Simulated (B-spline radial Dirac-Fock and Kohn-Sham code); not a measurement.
Internal conversion coefficients of Ca at 1290 keV

Z = 20 (calcium), transition energy 1290 keV. The computed values come from a radial atomic solver: a Dirac-Hartree-Slater potential of the neutral atom with a Latter tail (no hole, which puts coefficients of high multipoles low close above an edge), finite nucleus with surface currents. Subshells that would emit electrons below 1 keV are left out, and so is internal pair formation.

```csv
subshell,electron energy (keV),E1,E2,E5,M3,M4
K,1285.96,2.32e-05,4.69e-05,0.000287,0.000141,0.000256
L1,1289.56,1.98e-06,4.01e-06,2.47e-05,1.21e-05,2.21e-05
L2,1289.65,3.58e-09,1.42e-08,4.15e-07,8.10e-08,2.07e-07
L3,1289.65,1.05e-08,1.98e-08,1.96e-07,3.55e-08,9.98e-08
M1,1289.95,2.62e-07,5.31e-07,3.27e-06,1.61e-06,2.93e-06
M2,1289.97,4.34e-10,1.72e-09,5.04e-08,9.83e-09,2.51e-08
M3,1289.97,1.27e-09,2.41e-09,2.38e-08,4.31e-09,1.21e-08
total,,2.54e-05,5.15e-05,0.000316,0.000155,0.000281
```

Question: For a pure E2 transition, what fraction of decays emits a photon?

Answer: 1/(1 + α) = 1.00 with the total α = 5.15e-05; the total includes the outer subshells that are not listed, and pair formation is not counted.
